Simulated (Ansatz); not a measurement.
Si(F)2(Me)(OH) (CH4F2OSi), SMILES C[Si](O)(F)F.

The structure is a stationary point at ωB97X-D3(BJ)/def2-SVP. The values are those of a single conformer.

Two levels are set side by side: PBE/def2-SVPD (Ansatz, a quantum-chemistry and plane-wave program) and CAM-B3LYP/def2-SVPD (Ansatz). Energy differences of separate SCF runs at the same geometry; the states with an electron removed or added have multiplicity 2 and 2. Differences are taken from unrounded values.

```tsv
quantity	CAM-B3LYP
vertical ionisation energy (eV)	12.79
vertical singlet–triplet gap (eV)	8.48
```

Task: What does PBE give, and how far is it from CAM-B3LYP? (The exact figures need the calculation; the answer reports its results.)

Result: 
```json
[
 {"quantity": "vertical ionisation energy (eV)", "PBE": "11.87", "PBE minus CAM-B3LYP": "-0.92"},
 {"quantity": "vertical singlet–triplet gap (eV)", "PBE": "7.89", "PBE minus CAM-B3LYP": "-0.59"}
]
```
